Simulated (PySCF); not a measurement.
## [Dy(CH3)2]+ at several levels of theory

Computed with PySCF 2.14.0 (density fitting, no spin-orbit coupling) at the geometry relaxed with r2SCAN:

```xyz
9
[Dy(CH3)2]+ (singlet in the valence; each metal's 4f electrons, 9 of them, lie in its core potential, out of spins and levels)
Dy    1.4373   -0.3561   -0.0011
C     0.0211   -0.0253    1.7323
H    -0.9572   -0.5113    1.5505
H     0.4009   -0.3894    2.7065
H    -0.1961    1.0560    1.8539
C     0.0217    0.0110   -1.7262
H    -0.8939    0.5289   -1.3840
H     0.4711    0.6238   -2.5326
H    -0.3071   -0.9372   -2.1993
```

```tsv
level	basis	state	HOMO (eV)	gap (eV)	charge on Dy1 (e)	population of f-type functions on Dy1 (polarisation alone where 4f lies in the core)	dipole about the centre of mass (D)	largest force component (eV/Å)
r2SCAN	Dy lcecp-1-SVP with ECP55, C def2-SVP, H def2-SVP	singlet	-10.74	3.39	1.26	0.02	3.44	0.02
wB97X	the same	singlet	-14.00	8.94	1.29	0.03	4.20	0.09
B3LYP	the same	singlet	-11.51	4.00	1.19	0.03	3.41	0.23
PBE	the same	singlet	-10.57	2.65	1.12	0.02	2.92	0.22
r2SCAN	Dy lcecp-1-TZVP with ECP55, C def2-TZVP, H def2-TZVP	singlet	-10.70	3.39	1.57	0.02	3.60	0.30
```

In the lcecp rows the 4f levels are missing from HOMO and gap, and the state counts the valence alone.

Charges are Mulliken's, which hang on the basis. The relaxation used the grid (50, 194), these runs (75, 302) or, all-electron (x2c bases, spin-free X2C Hamiltonian), (99, 590).

What does PBE0 with Dy lcecp-1-SVP with ECP55, C def2-SVP, H def2-SVP give here?

state singlet, HOMO (eV) -11.73, gap (eV) 4.62, charge on Dy1 (e) 1.25, population of f-type functions on Dy1 (polarisation alone where 4f lies in the core) 0.03, dipole about the centre of mass (D) 3.57, largest force component (eV/Å) 0.10. Time: 4.8 s on 2 threads of Arm Neoverse V1 (shared host), from an already converged density.

In the first row's basis the gap widens with exact exchange: 2.6 to 3.4 eV for PBE, r2SCAN (none); 4.0 to 4.6 eV for B3LYP, PBE0 (a fixed share); 8.9 eV for wB97X (rising or full at long range).

No frequency check is given that shows the relaxed geometry to be a minimum. An lcecp potential fixes the number of 4f electrons, so in runs with it no electron can move into or out of that shell.
